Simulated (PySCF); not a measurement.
**Calculated NMR parameters of [SiH3]N[SiH2]Oc1ccccc1**

| Property | Result |
| --- | --- |
| Formula | C6H11NOSi2 |
| SMILES | [SiH3]N[SiH2]Oc1ccccc1 |
| Point group of the computed structure | C1 |
| Degrees of unsaturation | 4 |
| Carbon signals | 4 |
| Proton signals | 6 |

Mapped SMILES: `[SiH3:1][NH:2][SiH2:3][O:4][c:5]1[cH:6][cH:7][cH:8][cH:9][cH:10]1` (H(Xn): hydrogen on atom n).

Calculated, not measured (PySCF): HF/pcSseg-1 with gauge-including orbitals, structure optimised with PBE0-D3(BJ)/def2-SVP. Fast rotation and ring inversion assumed for equivalent nuclei, isolated molecule, one conformer, non-relativistic.

δ = σ(ref) − σ, references computed at the same level: 1H and 13C and 29Si vs TMS; 15N against NH3; 17O against H2O.

```tsv
carbon	δC, type	δH (multiplicity)	HMBC from (2–3 bonds)	span of the C tensor (ppm)
C5	163.5, C	–	H(C7)/H(C9), H(C6)/H(C10), H(Si3)	219
C6/C10	122.6, CH	6.96 (d)	H(C7)/H(C9), H(C8), H(C6)/H(C10)	199
C7/C9	139.7, CH	7.54 (m)	H(C7)/H(C9), H(C8), H(C6)/H(C10)	252
C8	126.1, CH	7.05 (t)	H(C7)/H(C9), H(C6)/H(C10)	235
```

Other nuclei:
```tsv
atoms	nucleus	environment	δ (ppm)	σ (ppm)
H(Si3)	1H	hydrogen on a silicon bonded to N, O	4.52	27.17
H(Si1)	1H	hydrogen on a silicon bonded to N	4.36	27.33
H(N2)	1H	hydrogen on a nitrogen bonded to 2 Si	0.54	31.15
Si3	29Si	silicon bonded to N, O, 2 H	-36.1	429.5
Si1	29Si	silicon bonded to N, 3 H	-50.1	443.5
N2	15N	nitrogen bonded to 2 Si, H	11.0	254.7
O4	17O	oxygen bonded to C, Si	94.8	238.5
```

- Carbon types of the structure: 1 × C, 5 × CH, leaving 6 H on heteroatoms.
- δC 163.5: aromatic carbon bearing oxygen; an ipso carbon deshielded by its heteroatom.
- δC 139.7, 126.1, 122.6: aromatic CH.
- δH 7.54, 7.05, 6.96: hydrogen on an aromatic CH.
- δH 4.52: hydrogen on a silicon bonded to N, O.
- δH 0.54: hydrogen on a nitrogen bonded to 2 Si; exchangeable, gas-phase position.

The OH or NH signal is concentration- and solvent-dependent in practice; the value given is the gas-phase one. Shifts are as computed. Against solution values, carbons near 30 ppm lie about -0 ppm off and those near 130 ppm about +7 ppm. Of 1313 compounds with measured shifts, 239 miss one by over three times the rms of a fit or turn the order of signals round; such compounds aren't used in these exercises. Experimental scales use liquid or dissolved standards, which lie at an offset from isolated NH3 (liquid NH3: subtract about 20 ppm) and H2O (liquid H2O: subtract about 36 ppm). No couplings were computed; multiplicities are counted from neighbouring protons, with m where these are inequivalent, close in shift, in a saturated or five-membered ring or joined by F or P, and br s for small geminal =CH2 splittings.
